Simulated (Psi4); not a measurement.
C₂H₇ClGeO₂ (SMILES C[O][GeH]([Cl])[O]C), singlet, geometry from GFN2-xTB; PBE0/STO-3G (Psi4 1.11).

The Psi4 input:
```
memory 2 GB

molecule mol {
0 1
Ge    0.039323   -0.239223    0.345228
Cl   -0.128427    1.866801    0.328761
O     1.338962   -0.758673   -0.681078
C     2.708569   -0.405562   -0.616959
O    -1.285094   -0.958032   -0.514449
C    -2.671368   -0.705973   -0.372653
H     0.172377   -0.752390    1.769137
H     3.184874   -0.851572   -1.490646
H     2.846341    0.677700   -0.646945
H     3.179703   -0.796836    0.287325
H    -3.060083   -1.145972    0.548252
H    -2.890823    0.364161   -0.373896
H    -3.161607   -1.172718   -1.227574
}

set {
  basis sto-3g
  reference rks
}

energy('pbe0')
print_variables()
```

Write the output that Psi4 gives for this input, abridged.


```
   => Loading Basis Set <=

    Name: STO-3G
    Role: ORBITAL
    Keyword: BASIS

         ---------------------------------------------------------
                                   SCF
               by Justin Turney, Rob Parrish, Andy Simmonett
                          and Daniel G. A. Smith
                              RKS Reference
         ---------------------------------------------------------

  ==> Geometry <==

    Molecular point group: c1
    Full point group: C1

    Geometry (in Angstrom), charge = 0, multiplicity = 1:

       Center              X                  Y                   Z               Mass
    ------------   -----------------  -----------------  -----------------  -----------------
         GE           0.039341701477    -0.257211631540     0.316873411973    73.921177761000
         CL          -0.128408298523     1.848812368460     0.300406411973    34.968852682000
         O            1.338980701477    -0.776661631540    -0.709432588027    15.994914619570
         C            2.708587701477    -0.423550631540    -0.645313588027    12.000000000000
         O           -1.285075298523    -0.976020631540    -0.542803588027    15.994914619570
         C           -2.671349298523    -0.723961631540    -0.401007588027    12.000000000000
         H            0.172395701477    -0.770378631540     1.740782411973     1.007825032230
         H            3.184892701477    -0.869560631540    -1.519000588027     1.007825032230
         H            2.846359701477     0.659711368460    -0.675299588027     1.007825032230
         H            3.179721701477    -0.814824631540     0.258970411973     1.007825032230
         H           -3.060064298523    -1.163960631540     0.519897411973     1.007825032230
         H           -2.890804298523     0.346172368460    -0.402250588027     1.007825032230
         H           -3.161588298523    -1.190706631540    -1.255928588027     1.007825032230

  Running in c1 symmetry.

  Rotational constants: A =      0.08416  B =      0.05371  C =      0.03661 [cm^-1]
  Rotational constants: A =   2523.09773  B =   1610.30899  C =   1097.45197 [MHz]
  Nuclear repulsion =  608.560393744537237

  Charge       = 0
  Multiplicity = 1
  Electrons    = 84
  Nalpha       = 42
  Nbeta        = 42

  ==> Algorithm <==

  SCF Algorithm Type is DF.
  DIIS enabled.
  MOM disabled.
  Fractional occupation disabled.
  Guess Type is SAD.
  Energy threshold   = 1.00e-06
  Density threshold  = 1.00e-06
[...]
   @DF-RKS iter   3: -2735.56907342284330   -1.60203e-01   1.28164e-03 DIIS/ADIIS
   @DF-RKS iter   4: -2735.57097473075601   -1.90131e-03   7.67914e-04 DIIS/ADIIS
   @DF-RKS iter   5: -2735.57212911021043   -1.15438e-03   4.96309e-05 DIIS
   @DF-RKS iter   6: -2735.57213498796045   -5.87775e-06   1.21967e-05 DIIS
   @DF-RKS iter   7: -2735.57213530971831   -3.21758e-07   2.52257e-06 DIIS
   @DF-RKS iter   8: -2735.57213532505421   -1.53359e-08   6.27579e-07 DIIS
  Energy and wave function converged.

  ==> Post-Iterations <==

   Electrons on quadrature grid:
      Ntotal   =   84.0000152550 ; deviation = 1.526e-05

    Orbital Energies [Eh]
    ---------------------

    Doubly Occupied:

[...]
    Virtual:

[...]
    Final Occupation by Irrep:
              A
    DOCC [    42 ]
    NA   [    42 ]
    NB   [    42 ]

  @DF-RKS Final Energy: -2735.57213532505421

   => Energetics <=

    Nuclear Repulsion Energy =            608.5603937445372367
    One-Electron Energy =               -5033.7231518959215464
    Two-Electron Energy =                1794.0208569429200907
    DFT Exchange-Correlation Energy =    -104.4302341165905403
    Empirical Dispersion Energy =           0.0000000000000000
    VV10 Nonlocal Energy =                  0.0000000000000000
    Total Energy =                      -2735.5721353250542052

Computation Completed

Properties will be evaluated at   0.000000,   0.000000,   0.000000 [a0]

Properties computed using the SCF density matrix

 Multipole Moments:

 ------------------------------------------------------------------------------------
     Multipole            Electronic (a.u.)      Nuclear  (a.u.)        Total (a.u.)
 ------------------------------------------------------------------------------------

 L = 1.  Multiply by 2.5417464519 to convert [e a0] to [Debye]
 Dipole X            :          0.0825416            0.0029856            0.0855272
 Dipole Y            :          2.2158452           -2.8554537           -0.6396085
 Dipole Z            :          4.9491487           -4.5009259            0.4482228
 Magnitude           :                                                    0.7856956

 ------------------------------------------------------------------------------------

  Variable Map:
  ----------------------------------------------------------------------------
[...]
  Array Variable Map:
  ----------------------------------------------------------------------------
[...]
[...]
```
